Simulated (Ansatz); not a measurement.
BCOF3 (relaxed from a model of B(CO)F3, whose bonding it doesn't keep). Charge 0, multiplicity 1. Geometry r2SCAN-D4/def2-SVP.

Cartesian coordinates in Å:
```
B -0.1529 -0.9549 -0.4140
C 0.2334 1.4588 0.6324
O 0.3976 2.4846 1.0775
F -0.8370 -0.4573 -1.4239
F -0.7841 -1.3733 0.6644
F 1.1430 -1.1580 -0.5364
```

In the singlet geometry the species has come apart into loosely held pieces.

(1) Estimate the orbital energies around the gap (eV) in Ansatz with HF/STO-3G, PBE-D4/def2-SVP, BLYP-D4/def2-TZVP, r2SCAN-D4/def2-TZVPD, r2SCAN0-D4/def2-TZVP.

Results:

(1) 
```
orbital  HF/STO-3G  PBE-D4/def2-SVP  BLYP-D4/def2-TZVP  r2SCAN-D4/def2-TZVPD  r2SCAN0-D4/def2-TZVP
 HOMO−5     -12.76           -10.49             -10.77                -11.40                -13.45
 HOMO−4     -12.66           -10.48             -10.77                -11.39                -13.45
 HOMO−3     -12.65           -10.25             -10.58                -11.20                -13.20
 HOMO−2     -12.64           -10.25             -10.57                -11.20                -13.20
 HOMO−1     -12.58            -9.39              -9.66                -10.29                -12.36
   HOMO     -12.58            -9.33              -9.58                -10.12                -11.72
   LUMO       7.82            -2.35              -2.42                 -2.29                 -1.12
 LUMO+1       7.82            -2.35              -2.42                 -2.29                 -1.12
 LUMO+2       9.97             0.50               0.06                  0.26                  1.44
 LUMO+3      17.07             1.59               0.58                  0.80                  2.03
 LUMO+4      22.56             4.77               1.69                  1.08                  3.09
 LUMO+5      22.57             4.98               2.52                  1.78                  3.95
```
